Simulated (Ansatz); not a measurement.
C7H12O2 can be A, `CC(=O)/C=C(\O)C(C)C`, or B, `CC(C)(C)C(=O)CC=O`.

Calculated with Ansatz (gas phase, PBE0-D4/def2-TZVP geometries, no zero-point term in ΔE). CBS: MP2 limit from def2 TZ/QZ plus the TZ coupled-cluster correction, frozen cores. DFT in def2-TZVPP. B3LYP here is the variant with VWN-RPA as its local correlation; programs differ in this. Each species was taken in one conformer, which may not be the lowest.

A:

Z-matrix (Å, degrees):
```
C
C 1 1.499
H 1 1.091 2 109.3
H 1 1.090 2 112.6 3 122.6
H 1 1.093 2 108.7 3 -116.7
C 2 1.428 1 119.9 3 -133.1
O 2 1.246 1 118.7 3 47.6
C 6 1.371 2 119.5 1 -179.1
H 6 1.080 2 120.6 1 0.9
O 8 1.308 6 121.1 2 -0.1
C 8 1.497 6 123.6 2 179.9
H 10 1.025 8 104.7 6 0.0
C 11 1.527 8 110.3 6 118.3
C 11 1.527 8 110.3 6 -118.4
H 11 1.094 8 107.0 6 -0.0
H 13 1.091 11 110.5 8 61.7
H 13 1.092 11 111.4 8 -58.6
H 13 1.092 11 110.0 8 -178.7
H 14 1.092 11 111.4 8 58.6
H 14 1.092 11 110.0 8 178.7
H 14 1.091 11 110.5 8 -61.7
```

B:

Z-matrix (Å, degrees):
```
C
C 1 1.532
H 1 1.093 2 111.2
H 1 1.093 2 109.3 3 -118.9
H 1 1.092 2 112.6 3 121.4
C 2 1.521 1 110.1 3 58.5
C 2 1.531 1 110.0 3 179.7
C 2 1.523 1 108.4 3 -61.3
H 6 1.093 2 109.8 1 60.6
H 6 1.091 2 111.2 1 -59.5
H 6 1.091 2 111.2 1 -179.3
H 7 1.092 2 112.4 1 56.6
H 7 1.093 2 111.2 1 178.3
H 7 1.093 2 109.3 1 -62.7
O 8 1.205 2 123.0 1 120.3
C 8 1.523 2 118.2 1 -57.4
C 16 1.509 8 109.2 2 112.4
H 16 1.088 8 114.7 2 -10.6
H 16 1.095 8 106.2 2 -132.2
O 17 1.198 16 123.8 8 -127.5
H 17 1.108 16 114.5 8 51.9
```

(1) Which is lower in electronic energy at CCSD(T)/CBS, and by how much? (An estimate is asked.)

(2) Give E(B) − E(A) in kJ/mol with B3LYP, PBE-D4, MP2/def2-TZVPP, B3LYP-D4, HF/def2-TZVPP, PBE0-D4, LDA (SPW92). (Estimate.)

Largest T1 diagnostic: 0.015.

## Answers

(1) Computed: A, by 42.7 kJ/mol.

(2) Computed: B3LYP 64.6, PBE-D4 68.5, MP2/def2-TZVPP 43.1, B3LYP-D4 58.6, HF/def2-TZVPP 30.9, PBE0-D4 63.3, LDA (SPW92) 97.4. None reverses the order clearly.

In def2-TZVPP, CCSD(T) changes the Hartree–Fock value by +7.8 kJ/mol (the triples alone add +5.2 kJ/mol) and MP2 by +12.1 kJ/mol. From PBE to PBE0 (25 % exact exchange), in def2-TZVPP and without D4, E(B) − E(A) moves by −5.6 kJ/mol.
